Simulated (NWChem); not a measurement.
System: SiHBr$_{2}$F; SMILES F[SiH](Br)Br

Computed with NWChem. Medium grid unless said otherwise, to which SCAN and Minnesota functionals are sensitive. Geometry: optimised at B3LYP/6-31G* (spherical d). Total energies of different functionals are on different scales.

```csv
level,energy (Ha),highest occupied level (eV),orbital gap (eV),dipole (D)
B3LYP/def2-SVP,-5537.6732,-8.39,7.71,1.05
PBE/def2-SVP,-5536.5849,-7.39,6.00,0.95
N12/def2-SVP,-5540.4984,-7.21,5.99,1.03
MN15-L/def2-SVP,-5537.5416,-8.01,7.36,0.94
BLYP/def2-SVP,-5537.6344,-7.13,5.91,0.93
r2SCAN/def2-SVP,-5537.5248,-7.83,6.66,1.04
BHandHLYP/def2-SVP,-5537.5488,?,?,?
```

Question: What belongs in the gaps?

Answer: 
- BHandHLYP/def2-SVP, highest occupied level (eV): -9.85
- BHandHLYP/def2-SVP, orbital gap (eV): 10.44
- BHandHLYP/def2-SVP, dipole (D): 1.18
